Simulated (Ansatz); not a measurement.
Species: C$_{3}$H$_{3}$NO, charge 0, singlet. C3H3NO (SMILES o1cncc1).
B3LYP-D3(BJ)/def2-TZVP minimum from Ansatz (a first-principles code):
```
C
C 1 1.3501
O 1 1.3690 2 107.83
C 3 1.3553 1 104.34 2 0.00
N 4 1.2880 3 114.35 1 0.00
H 1 1.0742 2 135.26 5 180.00
H 2 1.0762 1 129.08 6 0.00
H 4 1.0769 5 128.71 2 -180.00
```
Charge 0, spin multiplicity 1.

Property: atomisation energy (electronic, to ground-state atoms), in kcal/mol. UHF or UKS for unpaired electrons; spin-orbit terms are left out. CBS(X,Y): correlation extrapolated as X^-3, Hartree-Fock from the larger set. A bracket is a step between two methods taken in the basis named. Functionals run without relativity, which enters their misses. Double hybrids freeze cores in their MP2 part. 'core' is core correlation in cc-pwCVTZ, 'X2C' scalar relativity in cc-pVTZ-DK, both at CCSD(T). For partners of very few electrons the exact lower level stands in for a higher one.

CCSD(T)/CBS(cc-pVTZ,cc-pVQZ) + [CCSDT(Q) - CCSD(T)]/cc-pVDZ + core + X2C (Ansatz) gives 874.8 kcal/mol.

Problem. How far off this value is PBE/def2-TZVPD (Ansatz), in which direction, and which of these levels come nearer: PBE0/def2-TZVPD, B2PLYP/def2-TZVPD, CCSD(T)/CBS(cc-pVTZ,cc-pVQZ) + core + X2C?

Solution. PBE gives 914.9 kcal/mol, 40.1 kcal/mol above it. Differences of the others: PBE0/def2-TZVPD (Ansatz) 9.0; B2PLYP/def2-TZVPD (Ansatz) -8.4; CCSD(T)/CBS(cc-pVTZ,cc-pVQZ) + core + X2C (Ansatz) -1.0 kcal/mol. Nearer than PBE: PBE0/def2-TZVPD, B2PLYP/def2-TZVPD, CCSD(T)/CBS(cc-pVTZ,cc-pVQZ) + core + X2C.
